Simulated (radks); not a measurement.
The numbers below are computed, except where a source is named.
Mean orbital radii <r> (bohr) of neutral praseodymium, [Xe] 4f3 6s2, at several levels of relativity; Dirac values are averaged over j with weights 2j + 1. Spin-unpolarised spherical Kohn-Sham, PBEsol, point nucleus unless stated (finite: rms radius 4.8919 fm), a radial shooting solver on a logarithmic mesh with Libxc functionals. A level marked "c x" has the speed of light scaled by that factor and shares open shells by 2j + 1; other Dirac levels either fill j = l - 1/2 first or share by 2j + 1.

shell,non-rel.,scalar-rel.,"Dirac, 2j+1 shares","Dirac, c x 100","change of magnitude, last against first (%)"
2s,0.1101,0.1031,0.1026,0.1101,0.00
2p,0.09353,0.09056,0.09027,0.09353,0.00
3s,0.2875,0.2725,0.2721,0.2875,0.00
3p,0.2773,0.2706,0.2700,0.2773,0.00
3d,0.2482,0.2476,0.2476,0.2482,0.00
4s,0.6545,0.6226,0.6226,0.6545,0.00
4p,0.6739,0.6596,0.6590,0.6739,0.00
4d,0.7259,0.7275,0.7278,0.7259,0.00
5s,1.589,1.507,1.508,1.589,0.00
5p,1.801,1.767,1.766,1.801,0.00
4f,1.088,1.209,1.211,1.088,0.00
6s,4.705,4.476,4.478,4.705,0.00
